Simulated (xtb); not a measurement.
C3H9In, charge +1, doublet, from a rough starting geometry (GFN-xTB shapes and energies of metal compounds can be far from the true ones) (a state made from the parent by changing its charge; the spin is typed, not shown lowest); GFN2-xTB in xtb.

The xtb input:
```
$ xtb mol.xyz --gfn 2 --chrg 1 --uhf 1 --opt vtight --json

# file mol.xyz
13

In     0.05302155     0.01917746    -0.02763667
C     -1.59542727    -1.66517440    -0.26984300
H     -1.18958727    -2.36261228    -1.00031493
H     -2.46998445    -1.16851883    -0.49026768
H     -1.67747474    -2.12495359     0.69849557
C     -0.22093390     1.86897581    -1.23432442
H      0.60230747     1.91093128    -1.94687039
H     -0.02258254     2.79016945    -0.55005809
H     -1.13895232     1.91655534    -1.71967088
C      1.72956558    -0.31088183     1.45861288
H      2.08918989     0.69982315     1.77131715
H      2.51968708    -0.83199398     0.93608337
H      1.42951262    -0.88193306     2.26567322
```

The log (banner, timings and long lists left out):

```
   ID    Z sym.   atoms
    1   49 In     1
    2    6 C      2, 6, 10
    3    1 H      3-5, 7-9, 11-13

           -------------------------------------------------
          |                Calculation Setup                |
           -------------------------------------------------

           -------------------------------------------------
          |                 G F N 2 - x T B                 |
           -------------------------------------------------

          ...................................................
          :                      SETUP                      :
          :.................................................:
          :  # basis functions                  31          :
          :  # atomic orbitals                  30          :
          :  # shells                           18          :
          :  # electrons                        23          :
          :  max. iterations                   250          :
          :  Hamiltonian                  GFN2-xTB          :
          :  restarted?                      false          :
          :  GBSA solvation                  false          :
          :  PC potential                    false          :
          :  electronic temp.          300.0000000     K    :
          :  accuracy                    1.0000000          :
          :  -> integral cutoff          0.2500000E+02      :
          :  -> integral neglect         0.1000000E-07      :
          :  -> SCF convergence          0.1000000E-05 Eh   :
          :  -> wf. convergence          0.1000000E-03 e    :
          :  Broyden damping             0.4000000          :
          :  net charge                          1          :
          :  unpaired electrons                  1          :
          ...................................................

 iter      E             dE          RMSdq      gap      omega  full diag
   1    -11.8003480 -0.118003E+02  0.131E+01    3.10       0.0  T
   2    -11.6931664  0.107182E+00  0.611E+00    3.17       1.0  T
   3    -11.2737872  0.419379E+00  0.113E+01    3.94       1.0  T
   4    -11.6081791 -0.334392E+00  0.606E+00    3.12       1.0  T
   5    -11.8313129 -0.223134E+00  0.244E+00    3.25       1.0  T
   6    -11.8383295 -0.701664E-02  0.186E+00    3.35       1.0  T
   7    -11.8405795 -0.225005E-02  0.156E+00    3.38       1.0  T
   8    -11.8417477 -0.116813E-02  0.126E+00    3.46       1.0  T
   9    -11.8543611 -0.126134E-01  0.598E-01    3.43       1.0  T
  10    -11.8083042  0.460569E-01  0.217E+00    3.43       1.0  T
  11    -11.8530457 -0.447416E-01  0.665E-01    3.47       1.0  T
  12    -11.8558928 -0.284701E-02  0.335E-01    3.46       1.0  T
  13    -11.8568943 -0.100151E-02  0.992E-02    3.45       1.0  T
  14    -11.8569734 -0.791277E-04  0.387E-02    3.45       1.0  T
  15    -11.8569885 -0.151411E-04  0.936E-03    3.45       3.0  T
  16    -11.8569893 -0.816177E-06  0.201E-03    3.45      13.8  T
  17    -11.8569894 -0.204250E-07  0.122E-03    3.45      22.7  T
  18    -11.8569894 -0.143572E-07  0.242E-04    3.45     114.6  T
  19    -11.8569894  0.202727E-09  0.283E-04    3.45      97.9  T

   *** convergence criteria satisfied after 19 iterations ***

         :::::::::::::::::::::::::::::::::::::::::::::::::::::
         ::                     SUMMARY                     ::
         :::::::::::::::::::::::::::::::::::::::::::::::::::::
         :: total energy             -11.677299933644 Eh    ::
         :: gradient norm              0.115030573323 Eh/a0 ::
         :: HOMO-LUMO gap              3.449754794792 eV    ::
         ::.................................................::
         :: SCC energy               -11.856967350139 Eh    ::
         :: -> isotropic ES            0.087750733323 Eh    ::
         :: -> anisotropic ES         -0.014730837674 Eh    ::
         :: -> anisotropic XC          0.010359892263 Eh    ::
         :: -> dispersion             -0.004497439524 Eh    ::
         :: repulsion energy           0.179667416494 Eh    ::
         :: add. restraining           0.000000000000 Eh    ::
         :: total charge               1.000000000000 e     ::
         :::::::::::::::::::::::::::::::::::::::::::::::::::::

      -----------------------------------------------------------
     |                   =====================                   |
     |                        A N C O P T                        |
     |                   =====================                   |
     |               Approximate Normal Coordinate               |
     |                Rational Function Optimizer                |
      -----------------------------------------------------------
      -----------------------------------------------------------
     |                   =====================                   |
     |                        A N C O P T                        |
     |                   =====================                   |
     |               Approximate Normal Coordinate               |
     |                Rational Function Optimizer                |
      -----------------------------------------------------------

          ...................................................
          :                      SETUP                      :
          :.................................................:
          :   optimization level         verytight          :
          :   max. optcycles                   260          :
          :   ANC micro-cycles                  20          :
          :   degrees of freedom                33          :
          :.................................................:
          :   RF solver                   davidson          :
          :   write xtbopt.log                true          :
          :   linear?                        false          :
          :   energy convergence         0.1000000E-06 Eh   :
          :   grad. convergence          0.2000000E-03 Eh/α :
[...]
 * total energy  :   -11.6929475 Eh     change       -0.1481252E-05 Eh
 * total energy  :   -11.6929484 Eh     change       -0.9316093E-06 Eh
 * total energy  :   -11.6929487 Eh     change       -0.2379184E-06 Eh
 * total energy  :   -11.6929491 Eh     change       -0.4596400E-06 Eh
 * total energy  :   -11.6929493 Eh     change       -0.1229940E-06 Eh
 * total energy  :   -11.6929495 Eh     change       -0.2148374E-06 Eh
 * total energy  :   -11.6929496 Eh     change       -0.1480664E-06 Eh
 * total energy  :   -11.6929499 Eh     change       -0.2773830E-06 Eh
 * total energy  :   -11.6929501 Eh     change       -0.1999727E-06 Eh
 * total energy  :   -11.6929502 Eh     change       -0.1082126E-06 Eh
 * total energy  :   -11.6929503 Eh     change       -0.1116079E-06 Eh
 * total energy  :   -11.6929504 Eh     change       -0.6479167E-07 Eh
   *** GEOMETRY OPTIMIZATION CONVERGED AFTER 64 ITERATIONS ***
         :: total energy             -11.692950384008 Eh    ::
[...]
         :: -> isotropic ES            0.086174794446 Eh    ::
         :: -> anisotropic ES         -0.019337636089 Eh    ::
         :: -> anisotropic XC          0.010683360800 Eh    ::
         :: -> dispersion             -0.004590428513 Eh    ::
         :: repulsion energy           0.161042626157 Eh    ::
         :: add. restraining           0.000000000000 Eh    ::
         :: total charge               1.000000000000 e     ::
         :::::::::::::::::::::::::::::::::::::::::::::::::::::

           -------------------------------------------------
          |                Property Printout                |
           -------------------------------------------------

    * Orbital Energies and Occupations

         #    Occupation            Energy/Eh            Energy/eV
      -------------------------------------------------------------
         1        2.0000           -0.7616512             -20.7256
         2        2.0000           -0.7544398             -20.5294
         3        2.0000           -0.7461489             -20.3037
         4        2.0000           -0.7037038             -19.1488
         5        2.0000           -0.6548669             -17.8198
         6        2.0000           -0.6512473             -17.7213
         7        2.0000           -0.6453163             -17.5600
         8        2.0000           -0.6449116             -17.5489
         9        2.0000           -0.6351138             -17.2823
        10        2.0000           -0.6348673             -17.2756
        11        1.9998           -0.5652132             -15.3802
        12        1.0002           -0.5486666             -14.9300 (HOMO)
        13                         -0.4465506             -12.1513 (LUMO)
        14                         -0.3202144              -8.7135
        15                         -0.2415415              -6.5727
        16                         -0.1831551              -4.9839
        17                         -0.1772412              -4.8230
        18                         -0.1543806              -4.2009
        19                         -0.0535478              -1.4571
        20                         -0.0382221              -1.0401
        21                         -0.0254778              -0.6933
        22                          0.0412158               1.1215
        23                          0.0693783               1.8879
       ...                                ...                  ...
        30                          0.6129052              16.6780
      -------------------------------------------------------------
                  HL-Gap            0.1021160 Eh            2.7787 eV
             Fermi-level           -0.5272743 Eh          -14.3479 eV

     #   Z          covCN         q      C6AA      α(0)
     1  49 In       2.416     0.293   280.884    32.503
     2   6 C        3.562    -0.141    24.213     7.172
     3   1 H        0.925     0.128     1.547     1.945
     4   1 H        0.925     0.115     1.653     2.011
     5   1 H        0.925     0.134     1.504     1.918
     6   6 C        3.613    -0.157    24.111     7.088
     7   1 H        0.925     0.130     1.537     1.939
     8   1 H        0.925     0.130     1.538     1.939
     9   1 H        0.925     0.132     1.522     1.929
    10   6 C        3.562    -0.141    24.218     7.174
    11   1 H        0.925     0.115     1.652     2.010
    12   1 H        0.925     0.134     1.506     1.919
    13   1 H        0.925     0.128     1.548     1.945

 Mol. C6AA /au·bohr⁶  :       1803.732013
 Mol. C8AA /au·bohr⁸  :     102520.418389
 Mol. α(0) /au        :         71.492017

Wiberg/Mayer (AO) data.
largest (>0.10) Wiberg bond orders for each atom

 ---------------------------------------------------------------------------
     #   Z sym  total        # sym  WBO       # sym  WBO       # sym  WBO
 ---------------------------------------------------------------------------
     1  49 In   2.391 --     6 C    0.813     2 C    0.569    10 C    0.567
     2   6 C    3.783 --     4 H    0.940     3 H    0.933     5 H    0.931
                             1 In   0.569     6 C    0.204    10 C    0.190
     3   1 H    0.983 --     2 C    0.933
     4   1 H    0.987 --     2 C    0.940
     5   1 H    0.981 --     2 C    0.931
     6   6 C    3.982 --     8 H    0.918     7 H    0.918     9 H    0.917
                             1 In   0.813     2 C    0.204    10 C    0.202
     7   1 H    0.983 --     6 C    0.918
     8   1 H    0.983 --     6 C    0.918
     9   1 H    0.982 --     6 C    0.917
    10   6 C    3.779 --    11 H    0.940    13 H    0.933    12 H    0.931
                             1 In   0.567     6 C    0.202     2 C    0.190
    11   1 H    0.987 --    10 C    0.940
    12   1 H    0.982 --    10 C    0.931
    13   1 H    0.983 --    10 C    0.933
 ---------------------------------------------------------------------------

Topologies differ in total number of bonds
Writing topology from bond orders to xtbtopo.mol

molecular dipole:
                 x           y           z       tot (Debye)
 q only:        0.003       0.065      -0.074
   full:        0.001       0.083      -0.085       0.302
molecular quadrupole (traceless):
                xx          xy          yy          xz          yz          zz
 q only:       -2.963       0.928       4.984       3.528      -6.982      -2.021
  q+dip:       -3.116       1.007       5.255       3.740      -7.344      -2.139
   full:       -1.214       0.818       2.463       2.278      -3.595      -1.249

optimized geometry written to: xtbopt.xyz

           -------------------------------------------------
          | TOTAL ENERGY              -11.692950384008 Eh   |
          | GRADIENT NORM               0.000069493886 Eh/α |
          | HOMO-LUMO GAP               2.778717707854 eV   |
           -------------------------------------------------
```
